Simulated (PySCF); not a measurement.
Excitations are Tamm–Dancoff values on a coarser integration grid. The basis has no diffuse functions, so Rydberg states are missing or too high.

Cartesian coordinates (Å):
```xyz
7

N     -1.4437     0.3151    -0.5703
C     -0.2316     0.0100    -0.0478
C      0.8769    -0.1653     0.3780
O      2.0320    -0.5160     0.9074
H     -2.1804     0.4541     0.1063
H     -1.7428    -0.2738    -1.3342
H      2.6895     0.1760     0.7546
```
Charge 0, multiplicity 1.

Q: What LUMO, HOMO–LUMO gap and S1 excitation (TDA) does M06-2X/def2-TZVP // B3LYP-D3(BJ)/def2-TZVP (PySCF) give?

A: 
```yaml
LUMO: 1.35 eV
HOMO–LUMO gap: 8.79 eV
S1 excitation (TDA): 5.90 eV
```
